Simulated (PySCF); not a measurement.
A structure optimised at PBE0-D3(BJ)/def2-SVP, used in a PySCF frequency run:

```xyz
10

C      1.7545    -1.1064     0.2215
Si     0.2075    -0.0885     0.2710
F     -0.0807     0.3465     1.8102
S      0.5239     1.6224    -0.9607
S     -1.5812    -1.1316    -0.2650
H      1.6544    -1.9676     0.8991
H      1.9450    -1.4836    -0.7943
H      2.6214    -0.5071     0.5402
H     -0.7569     2.0439    -0.8748
H     -1.2529    -1.1787    -1.5748
```
Charge 0, spin multiplicity 1.

Task: Write its SMILES and formula.

Result: C[Si](F)(S)S, CH5FS2Si

Task: What are its rotational constants (standard atomic weights)?

Result: 2.6234, 1.8208, 1.5419 GHz
